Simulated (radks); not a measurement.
The numbers below are computed, except where a source is named.
Neutral chlorine inside a hard spherical wall (all orbitals vanish at R), configuration held at [Ne] 3s2 3p5 and not refilled when levels cross. Code: a radial shooting solver on a logarithmic mesh with Libxc functionals. Model: non-relativistic Kohn-Sham, PBEsol, spin-polarised, spherical densities, point nucleus; open shells are filled with parallel spins first. Eigenvalues in eV for spin up, with the zero of energy where the potential of the charges vanishes at infinity; a dash marks a level that is unbound or too diffuse for the functional's potential to be trusted. A positive occupied level is held by the wall or, in an anion where self-interaction has pushed it up, behind a barrier. The pressure on the wall is -dE/dV.

R (bohr)  E (hartree)  kinetic (hartree)    e(2s)    e(2p)    e(3s)   e(3p)  e(4s, empty)  e(4p, empty)  pressure (GPa)
free       -459.28326            458.645  -250.52  -191.43  -20.890  -8.969             -             -               0
20         -459.28326            458.645  -250.52  -191.43  -20.890  -8.969             -             -        < 0.0001
15         -459.28326            458.645  -250.52  -191.43  -20.890  -8.969             -             -        < 0.0001
12         -459.28326            458.645  -250.52  -191.43  -20.890  -8.969        -0.101         1.176        < 0.0001
10         -459.28325            458.645  -250.51  -191.43  -20.889  -8.968         0.175         1.790        0.000363
8          -459.28303            458.647  -250.49  -191.41  -20.871  -8.952         0.969         3.232          0.0137
7          -459.28210            458.656  -250.43  -191.34  -20.821  -8.902         1.910         4.745          0.0882
5          -459.25441            458.849  -249.35  -190.26  -20.057  -8.102         7.943        13.023            4.43
3          -458.35327            462.916  -236.15  -176.87  -10.792   2.500        51.436        61.278             453
2          -452.41224            481.579  -200.45  -140.22   25.418  42.435        185.77        194.33            8740
1.5        -437.26431            519.845  -155.05  -92.678   103.98  122.20        422.70        415.26           57800
